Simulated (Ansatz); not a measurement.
A structure relaxed at r2SCAN/def2-TZVPD in Ansatz, charge -1, doublet:

Cartesian coordinates in Å:
```
Sr 0.632 2.264 -0.091
Sr -2.292 -0.584 -0.067
Sr 1.660 -1.679 0.157
```

Problem. Give its formula.

Solution. the cluster Sr3⁻.

Problem. Summarise the bond lengths by kind (pairs closer than 1.2 times the sum of covalent radii, bridged metal pairs left out).

Solution. 3 × Sr–Sr 4.08 to 4.11 Å.

In the def2 sets Sr takes a core potential; there is no spin–orbit coupling. The charge -1 doublet is spin-contaminated (final ⟨S²⟩ up to 1.23, 0.75 for a pure state). The highest occupied level of the charge -1 doublet lies above zero (up to 0.21 eV). Its loss leaves the charge 0 singlet, which lies 1.10 eV higher (vertical, at r2SCAN/def2-TZVPD), but this difference is unsure: the singlet is doubtful (geometry relaxed on an unsound state). The structure comes from a short search, and lower isomers may exist.
